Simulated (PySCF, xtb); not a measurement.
Si(F)(H)2(NCO) (CH₂FNOSi), SMILES O=C=N[SiH2]F.

The structure is a stationary point at B3LYP-D3(BJ)/def2-SVP. Other conformers were not sampled.

Method: PySCF with C-PCM-M06-2X/def2-SVP.

The values are the electrostatic part of the solvation free energy, E(continuum) − E(gas) at the gas-phase geometry, in a cavity of scaled van der Waals radii (PySCF's table); cavitation and dispersion terms are not included. In vacuum the orbital gap is 11.05 eV. The dipole moment in vacuum is 1.92 D.

Computed values in water (ε = 78.36), acetonitrile (ε = 35.69), toluene (ε = 2.37):
| solvent | ε | ΔG(elec) (kcal/mol) | dipole (D) | gap (eV) |
|---|---|---|---|---|
| water | 78.36 | -2.9 | 2.37 | 11.08 |
| acetonitrile | 35.69 | -2.8 | 2.37 | 11.08 |
| toluene | 2.37 | -1.6 | 2.16 | 11.07 |

For comparison, GFN2-xTB/ALPB(water) (xtb, at the GFN2-xTB geometry, all terms of that model) gives 0.6 kcal/mol.
